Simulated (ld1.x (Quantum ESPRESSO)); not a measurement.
Values are calculated unless marked as measured or tabulated.
Potentials for tellurium compared

Generated with ld1.x 7.5 (TM, RRKJ, ultrasoft, PAW), atompaw 4.2 or ONCVPSP 4.0.1. The cutoff is in Ry: for ld1.x and atompaw files where the sum of valence levels is converged to 10 mRy in a Bessel basis, for ONCV files where the hardest occupied wave has 1 mHa per electron of residual kinetic energy. The error is the largest all-electron minus pseudo excitation energy over each file’s own four to seven test configurations (ionisations up to +4, promotions, holes and added fractions of an electron), all of which were solved. The labels leave out finer settings (local radius, basis sizes, second energies), which also bear on the numbers. Spin-polarised tests are not counted. The rows are a selection from randomly drawn settings: files with unsolved tests, undetermined cutoffs or missed reference levels are left out.

A true bound ghost makes a file unfit for plane-wave use even where its test errors are small: the radial tests pick states by their node count and pass the ghost by.

| potential | cutoff (Ry) | largest error (meV) | bound ghosts |
| --- | --- | --- | --- |
| TM semilocal, PBEsol, scalar-relativistic, rc 1.65/2.00/1.20 (spd), local p, core correction no, reference 4d10 5s2 5p4 | 110 | -195 | none |
| TM semilocal, revPBE, scalar-relativistic, rc 1.75/1.85 (sp), local s, core correction yes, reference 5s2 5p3.75 | 30 | -236 | none |
| PAW, PBE, scalar-relativistic, rc 1.95/2.45/1.25 (spd), local smoothed, core correction yes, reference 4d10 5s2 5p2 | 100 | -8.3 | none |
| TM, PBE, scalar-relativistic, rc 1.55/2.30 (sp), local s, core correction yes, reference 5s2 5p3.75 | 35 | -209 | none |
| TM, BP86, fully relativistic, rc 1.90/2.30/2.45 (spd), local s, core correction no, reference 5s2 5p4 | 30 | +75 | none |
| TM, LDA (PZ), scalar-relativistic, rc 1.70/2.05/2.20 (spd), local d, core correction yes, reference 5s2 5p1 | 30 | -262 | s |

Fill in the row for Te: TM, LDA (PZ), scalar-relativistic, rc 1.35/1.75/1.70 (spd), local s, core correction yes, reference 5s1.75 5p4.25.

cutoff 70 Ry, largest error -139 meV, bound ghosts: p, d.

Fill in the row for Te: TM, Wu–Cohen, fully relativistic, rc 1.60/1.85/1.55 (spd), local smoothed, core correction yes, reference 4d10 5s2 5p4.

cutoff 90 Ry, largest error +335 meV, bound ghosts: s.

Fill in the row for Te: ultrasoft, PBE, fully relativistic, rc 1.70/2.00/1.10 (spd), local smoothed, core correction no, reference 4d10 5s2 5p3.

cutoff 140 Ry, largest error +6.4 meV, bound ghosts: s.
